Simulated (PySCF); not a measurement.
CH10N2Si2, SMILES NC[SiH2]N[SiH3].

Coordinates come from a B3LYP-D3(BJ)/def2-SVP optimisation. This is a generated structure with no PubChem entry under its InChIKey; it may be hypothetical. One conformer was computed; it need not be the lowest.

Two levels are set side by side: TDDFT-PBE/def2-SVPD (PySCF) and TDDFT-M06-2X/def2-SVPD (PySCF). Vertical, same geometry. The lowest singlet is HOMO→LUMO 99 % with PBE and HOMO→LUMO 74 % with the other functional; states are paired by order. Differences are taken from unrounded values.

```csv
quantity,TDDFT-M06-2X,TDDFT-PBE,TDDFT-PBE minus TDDFT-M06-2X
lowest singlet excitation (eV),6.24,5.15,-1.09
lowest triplet excitation (TDA) (eV),5.98,4.98,-1.01
```

A lower first singlet is the usual sign of a functional without exact exchange. Differences between two approximate levels are no errors against the true value.

Rough cost on one machine, each run with all the roots and properties that it gave: TDDFT-M06-2X against TDDFT-PBE about 20 times.
